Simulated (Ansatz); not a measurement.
Al₂N₂H₈⁺, that is (H2Al-mu-NH2)2 with one electron fewer. Total charge 1; doublet. Geometry PBE0-D4/def2-SVP; atoms count from 1.

```
atom   x (Å)   y (Å)   z (Å)
 Al1  -0.829   0.168   0.861
  H2  -1.701   1.128   1.908
  H3  -1.975  -0.471   1.891
  N4   1.012  -0.164   0.904
 Al5   1.100  -0.243  -1.145
  H6   1.204  -1.768  -1.529
  H7   1.820   1.074  -1.627
  N8  -0.904   0.184  -1.009
  H9   1.319  -1.031   1.358
 H10   1.607   0.570   1.303
 H11  -1.155   1.072  -1.457
 H12  -1.500  -0.518  -1.459
```

(1) Estimate the Mulliken populations from the PBE0/def2-TZVP orbitals of Ansatz.

(2) Where does the spin sit?

(3) And the Mayer bond orders between heavy atoms (over 0.3)?

## Answers

(1) 
| atom | charge (e) | spin (α − β) |
| --- | --- | --- |
| Al1 | 0.44 | 0.29 |
| H2 | 0.12 | 0.35 |
| H3 | 0.12 | 0.35 |
| N4 | -0.57 | 0.00 |
| Al5 | 0.33 | 0.00 |
| H6 | -0.05 | 0.00 |
| H7 | -0.05 | 0.00 |
| N8 | -0.57 | 0.00 |
| H9 | 0.30 | 0.00 |
| H10 | 0.30 | 0.00 |
| H11 | 0.30 | 0.00 |
| H12 | 0.30 | 0.00 |
Mulliken values depend strongly on the basis.

(2) Summed by element: Al 0.30, H 0.71, N 0.00, of 1 unpaired in all. Largest on single atoms: H3 0.35, H2 0.35, Al1 0.29.

(3) Al1–N4 0.90 (1.87 Å); Al1–N8 0.90 (1.87 Å); N4–Al5 0.57 (2.05 Å); Al5–N8 0.57 (2.05 Å).
